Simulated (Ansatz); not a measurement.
Reaction (redistribution): `C[Si](N)(N)[SiH3]` + `[OH][Sc]([OH])[O][SiH3]` → `C[Si](N)(O)[SiH3]` + `[NH2][Sc]([OH])[O][SiH3]`

Gas-phase electronic energies from Ansatz, PBE0-D4/def2-TZVP geometries. CBS: MP2 limit from def2 TZ/QZ plus the TZ coupled-cluster correction, frozen cores. DFT in def2-TZVPP. B3LYP here is the variant with VWN-RPA as its local correlation; programs differ in this. For Sc outer-core shells are correlated without core-valence functions, which leaves a few kJ/mol of doubt a bond. Scalar relativity is left out up to krypton. One conformer a species, not always the lowest.

`C[Si](N)(N)[SiH3]`:

Cartesian coordinates in Å:
```
C 1.442 -1.016 -0.536
Si -0.019 -0.178 0.280
N -1.173 -1.428 0.546
N 0.257 0.542 1.814
Si -0.757 1.592 -1.092
H 1.170 -1.445 -1.505
H 1.827 -1.821 0.098
H 2.252 -0.302 -0.706
H -2.067 -1.208 0.955
H -1.248 -2.192 -0.106
H 0.602 1.484 1.896
H 0.512 -0.023 2.609
H -0.855 1.153 -2.515
H 0.163 2.768 -1.057
H -2.107 2.073 -0.679
```

`[OH][Sc]([OH])[O][SiH3]`:

Cartesian coordinates in Å:
```
O 2.310 1.411 -0.409
Sc 0.852 0.793 0.572
O 0.585 1.275 2.353
O -0.402 -0.365 -0.268
Si -1.467 -1.360 -0.984
H 3.070 1.751 -0.870
H 0.497 1.553 3.259
H -1.306 -2.753 -0.481
H -2.866 -0.926 -0.709
H -1.273 -1.378 -2.462
```

`C[Si](N)(O)[SiH3]`:

```xyz
14

C    -0.711   -0.426   -1.596
Si   -0.093   -0.361    0.164
N    -1.464    0.020    1.132
O     0.558   -1.796    0.665
Si    1.688    1.145    0.418
H    -1.043    0.559   -1.937
H     0.083   -0.762   -2.267
H    -1.550   -1.121   -1.690
H    -2.270    0.460    0.720
H    -1.371    0.264    2.105
H    -0.071   -2.500    0.840
H     2.920    0.713   -0.298
H     1.299    2.483   -0.115
H     2.026    1.320    1.860
```

`[NH2][Sc]([OH])[O][SiH3]`:

```xyz
11

N    -1.563   -0.067    1.986
Sc   -1.071   -0.170    0.071
O    -2.454   -0.506   -1.139
O     0.766    0.085   -0.373
Si    2.309    0.296   -0.832
H    -0.931    0.108    2.757
H    -2.491   -0.178    2.373
H    -3.007   -0.665   -1.898
H     2.641    1.746   -0.914
H     2.557   -0.311   -2.171
H     3.243   -0.339    0.141
```

```
             level  ΔE (kcal/mol)  difference from CCSD(T)/CBS
            PBE-D4            4.9                         -0.5
         r2SCAN-D4            4.8                         -0.6
           PBE0-D4            5.2                         -0.2
          B3LYP-D4            4.9                         -0.5
           ωB97X-V            5.4                          0.0
           ωB97M-V            5.1                         -0.3
            B2PLYP            5.0                         -0.4
               PBE            4.6                         -0.8
            r2SCAN            4.7                         -0.7
              PBE0            4.9                         -0.5
             B3LYP            4.5                         -0.9
     HF/def2-TZVPP            5.0                         -0.4
    MP2/def2-TZVPP            5.7                          0.3
SCS-MP2/def2-TZVPP            5.4                          0.0
   CCSD/def2-TZVPP            5.1                         -0.3
CCSD(T)/def2-TZVPP            5.0                         -0.4
     HF/def2-QZVPP            5.0                         -0.4
    MP2/def2-QZVPP            5.9                          0.5
SCS-MP2/def2-QZVPP            5.6                          0.2
      HF/CBS(def2)            5.0                         -0.4
     MP2/CBS(def2)            6.1                          0.7
    CCSD/CBS(def2)            5.5                          0.1
       CCSD(T)/CBS            5.4                            0
```

Largest T1 diagnostic among the species: 0.015.
